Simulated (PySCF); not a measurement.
Job file and geometry (Å, from GFN2-xTB) of an NMR shielding run on SMILES C#C[Si@@H](C=C)P[SiH3], C₄H₉PSi₂, GIAO PBE0/pcSseg-1 NMR shielding, non-relativistic, gas phase in PySCF 2.14.0, density-fitted response routines; density fitting, a coarse starting grid and PySCF grid level 2 are the driver's defaults:

```
$ OMP_NUM_THREADS=1 python probes_run.py task.json out

{"job": {"kind": "nmr", "xc": "PBE0", "basis": "pcSseg-1"}, "charge": 0, "multiplicity": 1}
C     -0.412336    -2.152889     1.765416
C     -0.592333    -1.560164     0.734358
Si    -0.784661    -0.624043    -0.856768
C     -1.522461     1.067609    -0.471038
C     -2.057100     1.408511     0.689883
P      1.162369    -0.258499    -1.924156
Si     2.430885     0.570655    -0.288899
H     -0.274717    -2.676076     2.668497
H     -1.633542    -1.420984    -1.758243
H     -1.483093     1.804209    -1.265151
H     -2.115125     0.708518     1.507531
H     -2.460867     2.391983     0.879174
H      1.610160    -1.558864    -1.811908
H      2.416087    -0.243929     0.927398
H      3.795318     0.646360    -0.811625
H      1.913816     1.906545     0.004118
```

**Question.** What does the program print?

**Answer.** 
```
coarse grid: 14800 points
cycle   1  E = -1077.3854770946  dE =  4.877e-01  |g| = 4.364e-01  |ddm| = 3.713e+00
cycle   2  E = -1077.3836409844  dE =  1.836e-03  |g| = 4.423e-01  |ddm| = 9.495e-01
cycle   3  E = -1077.4336392285  dE = -5.000e-02  |g| = 9.387e-02  |ddm| = 4.708e-01
cycle   4  E = -1077.4352258276  dE = -1.587e-03  |g| = 5.046e-02  |ddm| = 9.657e-02
cycle   5  E = -1077.4358664982  dE = -6.407e-04  |g| = 8.606e-03  |ddm| = 4.377e-02
cycle   6  E = -1077.4358884628  dE = -2.196e-05  |g| = 2.394e-03  |ddm| = 1.457e-02
cycle   7  E = -1077.4358898841  dE = -1.421e-06  |g| = 6.849e-04  |ddm| = 3.206e-03
final grid: 128960 points
cycle   8  E = -1077.4785613093  dE = -2.423e-05  |g| = 5.902e-03  |ddm| = 2.817e-02
cycle   9  E = -1077.4785585066  dE =  2.803e-06  |g| = 6.618e-03  |ddm| = 1.307e-02
cycle  10  E = -1077.4785707739  dE = -1.227e-05  |g| = 5.955e-04  |ddm| = 7.520e-03
cycle  11  E = -1077.4785708348  dE = -6.087e-08  |g| = 3.333e-04  |ddm| = 7.773e-04
cycle  12  E = -1077.4785708623  dE = -2.751e-08  |g| = 8.996e-05  |ddm| = 3.129e-04
cycle  13  E = -1077.4785708642  dE = -1.860e-09  |g| = 4.088e-05  |ddm| = 1.046e-04
cycle  14  E = -1077.4785708646  dE = -4.045e-10  |g| = 9.272e-06  |ddm| = 3.779e-05
converged SCF energy = -1077.4785708646

GIAO shielding tensors (ppm)
atom      isotropic    diamagn.    paramagn.     s11        s22        s33       span
  0 C       79.696     261.328    -181.632     -2.529      0.808    240.810    243.339
  1 C      100.420     263.532    -163.111      3.878      8.511    288.873    284.995
  2 Si     393.128     881.450    -488.322    350.425    404.124    424.835     74.409
  3 C       49.516     262.782    -213.266    -64.371     41.249    171.669    236.040
  4 C       40.671     254.032    -213.361    -86.085     39.586    168.513    254.597
  5 P      631.976     969.796    -337.820    577.120    593.609    725.200    148.080
  6 Si     434.232     880.730    -446.498    403.163    436.788    462.745     59.582
  7 H       29.512      33.714      -4.202     24.424     24.695     39.417     14.993
  8 H       26.403      28.138      -1.734     22.783     24.523     31.904      9.121
  9 H       25.528      31.460      -5.933     23.101     24.726     28.755      5.654
 10 H       25.182      32.262      -7.080     21.684     24.033     29.828      8.144
 11 H       25.090      28.775      -3.685     21.925     24.588     28.757      6.832
 12 H       31.116      31.496      -0.380     25.963     27.109     40.277     14.314
 13 H       27.327      30.549      -3.223     22.924     26.841     32.215      9.291
 14 H       27.629      29.056      -1.427     23.688     25.082     34.117     10.429
 15 H       27.846      30.425      -2.578     24.033     26.490     33.017      8.983
```

Size and cost of the density-fitted run: 185 basis functions, 44 s wall time on 1 thread of an Arm Neoverse V1, shared host; peak memory 0.84 GiB.
